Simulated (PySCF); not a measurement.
C₃H₆BF.
SMILES with atom numbers: `[BH2:1][C@@H:2]1[CH2:3][C@@H:4]1[F:5]` (hydrogens: H6, H7 on B1; H8 on C2; H9, H10 on C3; H11 on C4)

A GFN2-xTB structure was refined with PBE0-D3(BJ)/def2-SVP geometry optimisation, gas phase in PySCF. Its GFN2-xTB values:

```csv
coordinate,GFN2-xTB
B1–C2,1.543 Å
B1–H6,1.168 Å
C2–C3,1.530 Å
C2–C4,1.517 Å
C2–H8,1.085 Å
C3–C4,1.474 Å
C3–H9,1.079 Å
C3–H10,1.079 Å
C4–F5,1.361 Å
C4–H11,1.084 Å
B1–C2–C3,119.9°
B1–C2–C4,120.7°
C2–C3–C4,60.6°
C2–C4–C3,61.5°
C2–C4–F5,119.2°
C3–C2–C4,57.9°
C3–C4–F5,118.8°
B1–C2–C3–C4,-110°
B1–C2–C4–C3,108°
```

**Question.** How do these coordinates change at the PBE0-D3(BJ)/def2-SVP level?

**Answer.** 
```csv
coordinate,PBE0-D3(BJ)/def2-SVP (Å or °),change
B1–H6,1.209,+0.041
C2–C3,1.554,+0.024
C3–H9,1.093,+0.014
C3–H10,1.093,+0.014
C4–H11,1.095,+0.011
C2–C4,1.507,-0.010
C3–C4,1.464,-0.010
C2–H8,1.094,+0.009
B1–C2,1.534,-0.009
C4–F5,1.353,-0.008
B1–C2–C3,113.9,-6.0
C2–C4–C3,63.1,+1.6
C2–C3–C4,59.8,-0.8
C3–C2–C4,57.1,-0.8
B1–C2–C4,121.4,+0.7
C2–C4–F5,119.1,-0.1
C3–C4–F5,118.7,-0.1
B1–C2–C4–C3,100,-8
B1–C2–C3–C4,-113,-3
```

The energy falls by 1.9 kcal/mol over 6 energy and gradient evaluations, the largest force component goes from 0.0196 to 4.4e-04 Eh/bohr, and the atoms move by 0.102 Å rms after alignment. Among the bonds, B1–H6 and B1–H7 change most and about equally (+0.040 to +0.041 Å). Bonds longer at the end by more than 0.005 Å: 7 of 11; shorter: 4. Among the dihedrals that turn most is H6–B1–C2–C4, from 142° to 159°. Rotational constants go from 7716, 4866, 3629 to 7921, 4807, 3681 MHz.

The run used 100 basis functions and 39 SCF cycles in all. Hardware: an x86-64 server with one thread (shared host). Cost: 17 s.

No frequency check. One conformer, not necessarily the lowest.
